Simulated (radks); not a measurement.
Question: Zn3+, 27 electrons, occupied as [Ar] 3d7 4s2 (not the ground configuration). All-electron calculation, Dirac Kohn-Sham, LDA (Slater exchange, Perdew-Wang correlation), spin-unpolarised, spherical densities, finite nucleus; open shells are shared between the two j in proportion to 2j + 1; Fermi nuclear charge, rms radius 3.9283 fm. Program: a radial shooting solver on a logarithmic mesh with Libxc functionals. Some entries of the table are withheld. Estimate them.

| orbital | occ. | eigenvalue (hartree) | r(max) (bohr) | <r^2> (bohr^2) |
|---|---|---|---|---|
| 1s1/2 | 2 | -351.6291 | 0.03296 | 0.003415 |
| 2s1/2 | 2 | -44.90480 | 0.1897 | 0.06052 |
| 2p1/2 | 2 | -39.87349 | 0.1502 | 0.04728 |
| 2p3/2 | 4 | -38.99902 | 0.1531 | 0.04880 |
| 3s1/2 | 2 | (1) | 0.5840 | 0.5141 |
| 3p1/2 | 2 | -5.35900 | 0.5797 | 0.5485 |
| 3p3/2 | 4 | -5.23846 | 0.5875 | 0.5637 |
| 3d3/2 | 2.8 | (2) | 0.5376 | 0.6975 |
| 3d5/2 | 4.2 | (3) | 0.5401 | 0.7042 |
| 4s1/2 | 2 | -1.52702 | 1.665 | 3.951 |

Answer: 
(1) 3s1/2 eigenvalue (hartree): -6.96763
(2) 3d3/2 eigenvalue (hartree): -2.53214
(3) 3d5/2 eigenvalue (hartree): -2.51537
